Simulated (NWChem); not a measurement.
C₃, singlet; SMILES [C]=C=[C]

All runs: NWChem. Low-valent species are run as closed-shell singlets; no triplet was tried in these runs. B3LYP is NWChem's, with the RPA form of VWN correlation. The level has its own optimisation; frequencies are unscaled.

### Question
Estimate the computed values for B3LYP/def2-TZVP. Quantities: r C–C (Å); highest harmonic frequency (cm⁻¹); lowest (cm⁻¹); zero-point energy (kcal/mol).

### Answer
```
Item                               Value
---------------------------------  -----
r C–C (Å)                          1.287
highest harmonic frequency (cm⁻¹)   2146
lowest (cm⁻¹)                        122
zero-point energy (kcal/mol)         5.0
```
